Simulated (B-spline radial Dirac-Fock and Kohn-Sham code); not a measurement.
The computed values come from a radial finite-basis atomic code: relaxed Dirac-Fock hole states (ΔSCF) with Breit and QED corrections and a finite nucleus. Two-hole levels are in intermediate coupling, intensities from independent-particle Coulomb rates.

Problem. These computed lines form the K-LL Auger spectrum of a free neutral atom. Which element, and how are the lines assigned?

| kinetic energy (eV) | relative intensity |
| --- | --- |
| 7188.7 | 12 |
| 7333.4 | 38 |
| 7365.3 | 1 |
| 7376.5 | 6 |
| 7389.3 | 5 |
| 7485.3 | 8 |
| 7513.7 | 100 |
| 7533.0 | 4 |
| 7545.7 | 16 |

Solution. Zn ([Ar] 3d10 4s2). From low to high energy: K-L1L1 ¹S0, K-L1L2 ¹P1, K-L1L2 ³P0, K-L1L3 ³P1, K-L1L3 ³P2, K-L2L2 ¹S0, K-L2L3 ¹D2, K-L3L3 ³P0, K-L3L3 ³P2. The labels give the leading jj configuration and the leading LS term by weight; in heavy atoms the literature often keeps the label of the LS limit instead.
